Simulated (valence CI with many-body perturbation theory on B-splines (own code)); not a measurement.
Values are calculated unless marked as measured or tabulated.
## A CI+MBPT run for Ho⁴⁵⁺

The program does CI of the valence electrons with many-body perturbation theory for a frozen closed Dirac-Fock core.

Command, and the settings that its task file holds:

```sh
python run_cv.py task.json out
```

```
atom Ho  Z=67  mass_number=165  rms_radius_fm=5.2022
core [Ar]
valence 3d4
avg = 1
basis = S
breit = 1
cap = 10000
capref = 1200
cscale = 1
de = 0.0
dress = 0
eps = 2e-08
extrap = 1
h = 0.27
hh = 1
l2 = 3
lcore = 6
maxit = 60
n2 = 5
natural = 1
nlev = 20
nno = [3, 3, 3, 3, 1]
nroot = 26
ns = 4
nsp = [3, 3, 2, 2, 0]
pt2 = 1
qed = 1
rpa = 1
s1 = 1
s2 = 1
s3 = 1
screen = 1
tol = 2e-05
whole = 1
```

Log. The first blocks belong to the next ion, which gives the ionisation energy. Fields: 2J, parity (1 odd), roots, reference size, generating configurations, candidates as configurations/state functions, variational space P, stored matrix elements, Davidson steps; e2 is the range of second-order energies in hartree. The first line gives the box (bohr), its intervals, the orbitals and the steps of their self-consistent field. Window is the range of levels sought, series limit the energy at which the first omitted orbital would enter, core excitation an estimate of the first excitation out of the core, left out the lowest levels not solved, and shifts from estimates the range by which levels moved from their first estimate, all in cm⁻¹.

```
rmax 2.5 intervals 56 orbitals 40 references ['3d4', '3d3 4s', '3d3 4p'] scf 3 t 0.8
2J=3 par=0 roots 2 ref 27 generators 3 cand 795/1922 P 416/1000 nnz 0 it 0
2J=3 par=0 roots 2 ref 27 generators 4 cand 395/949 P 701/1742 nnz 0 it 4
   second order: generators 6 cand 492/1068 e2 -0.00000 -0.00000
2J=5 par=0 roots 2 ref 29 generators 3 cand 802/2238 P 316/999 nnz 0 it 0
2J=5 par=0 roots 2 ref 29 generators 3 cand 501/1268 P 710/2041 nnz 0 it 5
   second order: generators 4 cand 483/1173 e2 -0.00000 -0.00000
reference levels 556, estimated 33, window 1091991 1/cm; series limit 20238586, core excitation 2115697
2J=0 par=0 roots 4 ref 17 generators 4 cand 186/301 P 1071/1943 nnz 0 it 3
2J=0 par=0 roots 4 ref 17 generators 4 cand 87/125 P 1120/2027 nnz 0 it 3
   second order: generators 8 cand 1530/3867 e2 -0.00001 -0.00001
2J=2 par=0 roots 4 ref 36 generators 3 cand 724/2870 P 717/3545 nnz 3.1e+06 it 4
2J=2 par=0 roots 4 ref 36 generators 3 cand 485/1861 P 1105/5154 nnz 6e+06 it 4
   second order: generators 6 cand 1621/10815 e2 -0.00001 -0.00001
2J=8 par=0 roots 6 ref 42 generators 4 cand 885/5042 P 445/3554 nnz 3.3e+06 it 5
2J=8 par=0 roots 6 ref 42 generators 4 cand 738/4028 P 1153/7471 nnz 1.3e+07 it 7
   second order: generators 8 cand 1541/15203 e2 -0.00001 -0.00000
2J=4 par=0 roots 6 ref 51 generators 4 cand 906/5222 P 492/3561 nnz 3.2e+06 it 4
2J=4 par=0 roots 6 ref 51 generators 4 cand 742/4206 P 1189/7558 nnz 1.3e+07 it 5
   second order: generators 8 cand 1569/15162 e2 -0.00001 -0.00001
2J=6 par=0 roots 5 ref 49 generators 3 cand 918/5710 P 415/3564 nnz 3.4e+06 it 4
2J=6 par=0 roots 5 ref 49 generators 3 cand 789/4694 P 1108/7963 nnz 1.5e+07 it 5
   second order: generators 6 cand 1620/16674 e2 -0.00001 -0.00001
2J=10 par=0 roots 2 ref 25 generators 2 cand 743/3312 P 523/3521 nnz 3.3e+06 it 4
2J=10 par=0 roots 2 ref 25 generators 2 cand 560/2307 P 895/5457 nnz 7.5e+06 it 4
   second order: generators 3 cand 954/7663 e2 -0.00000 -0.00000
2J=12 par=0 roots 2 ref 14 generators 2 cand 440/1488 P 795/3504 nnz 3.1e+06 it 4
2J=12 par=0 roots 2 ref 14 generators 2 cand 140/496 P 894/3893 nnz 3.8e+06 it 4
   second order: generators 2 cand 41/107 e2 -0.00000 -0.00000
left out: unestimated 1743405, estimated 1286274, shifts from estimates -1 to 54
```

Question: What became of the run, and why?

Answer: It gave no result: the setting left no core shell for the response of the core. The program said: "need at least one array to concatenate".
